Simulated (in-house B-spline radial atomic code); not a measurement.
# How G0W0 and RPA depend on the start: the cobalt ion Co²³⁺

Configuration [He] 2s2. Computed with an all-electron radial atomic-structure program (B-spline basis): all electrons, non-relativistic, point nucleus, each spin shell either full or empty, empty states to l = 9 with an (l + 1/2)⁻⁴ tail; G0W0 by contour deformation at full frequency.

```json
{"start": "Hartree-Fock", "mean-field 2s (eV)": "-2089.53", "G0W0 (eV)": "-2096.16", "QP weight": "0.982", "RPA correlation (Eh)": "-0.39344"}
{"start": "PBE", "mean-field 2s (eV)": "-2052.47", "G0W0 (eV)": "-2098.49", "QP weight": "0.957", "RPA correlation (Eh)": "-0.64001"}
{"start": "wB97X", "mean-field 2s (eV)": "-2063.29", "G0W0 (eV)": "?", "QP weight": "?", "RPA correlation (Eh)": "?"}
{"start": "B3LYP (VWN-RPA)", "mean-field 2s (eV)": "-2060.38", "G0W0 (eV)": "-2097.99", "QP weight": "0.965", "RPA correlation (Eh)": "-0.55879"}
{"start": "TPSS", "mean-field 2s (eV)": "-2054.34", "G0W0 (eV)": "?", "QP weight": "?", "RPA correlation (Eh)": "?"}
```

(1) What G0W0 level, weight and RPA correlation energy follow from the wB97X start?

(2) What G0W0 level, weight and RPA correlation energy follow from the TPSS start?

(3) How much of the dependence on the start does G0W0 remove?

Answers

(1) G0W0 level -2097.69 eV, weight 0.967, RPA correlation -0.53247 hartree.

(2) G0W0 level -2098.35 eV, weight 0.959, RPA correlation -0.61722 hartree.

(3) The mean-field levels span 37.1 eV and the G0W0 levels 2.33 eV. Against 2119.4 ± 1.9 eV (NIST, semi-empirical) the G0W0 removal energies are off by -23.24 to -20.91 eV, with relativity, Breit and QED terms left out.
